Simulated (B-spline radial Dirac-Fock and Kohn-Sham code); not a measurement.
**Successive ionisation energies of phosphorus: Dirac-Fock against NIST**

Method: Dirac-Fock (average of configuration) total-energy differences with a finite nucleus, the Breit interaction including its frequency dependence, and self-energy and vacuum-polarisation corrections. Computed with a radial atomic solver. Each value is the difference of the configuration-average energies of two neighbouring ions in their tabulated ground configurations. No correlation. NIST's values refer to the lowest levels; many for high charge states are themselves semi-empirical or theoretical. Where a p, d or f shell is open in either ion the computed value averages over both j values and all terms, while the table refers to the lowest levels; that difference holds spin-orbit splitting (largest in heavy or highly charged ions), term energies where several electrons share open shells, and correlation, and it can reach 10 % or more.

| ion | configuration | computed (eV) | NIST (eV) | kind | NIST − computed (eV) |
| --- | --- | --- | --- | --- | --- |
| P | [Ne] 3s2 3p3 | 8.83 | 10.48669 | measured | +1.66 |
| P⁺ | [Ne] 3s2 3p2 | 18.46 | 19.76949 | semi-empirical | +1.31 |
| P²⁺ | [Ne] 3s2 3p1 | 29.42 | 30.20264 | measured | +0.78 |
| P³⁺ | [Ne] 3s2 | 49.80 | 51.44387 | measured | +1.64 |
| P⁴⁺ | [Ne] 3s1 | 64.57 | 65.02511 | measured | +0.46 |
| P⁵⁺ | [He] 2s2 2p6 | 219.1 | 220.43 | semi-empirical | +1.28 |
| P⁶⁺ | [He] 2s2 2p5 | 265.2 | 263.57 ± 0.06 | semi-empirical | -1.66 |
| P⁷⁺ | [He] 2s2 2p4 | 314.3 | 309.6 ± 0.1 | semi-empirical | -4.71 |
| P⁸⁺ | [He] 2s2 2p3 | 366.3 | 372.31 ± 0.21 | semi-empirical | +5.97 |
| P⁹⁺ | [He] 2s2 2p2 | 421.3 | 424.4 ± 0.09 | semi-empirical | +3.10 |
| P¹⁰⁺ | [He] 2s2 2p1 | 479.2 | 479.44 ± 0.05 | semi-empirical | +0.28 |
| P¹¹⁺ | [He] 2s2 | 555.7 | 560.62 ± 0.1 | semi-empirical | +4.88 |
| P¹²⁺ | [He] 2s1 | 611.6 | 611.741 ± 0.007 | theoretical | +0.15 |
| P¹³⁺ | 1s2 | 2815.6 | 2816.909 | theoretical | +1.30 |
| P¹⁴⁺ | 1s1 | 3069.9 | 3069.842 | theoretical | -0.05 |

Task: Where in this range is the largest relative jump, and why?

Result: From P¹²⁺ (611.6 eV) to P¹³⁺ (2815.6 eV), a factor of 4.60. The configuration goes from [He] 2s1 to 1s2, so the next electron comes out of a deeper subshell.
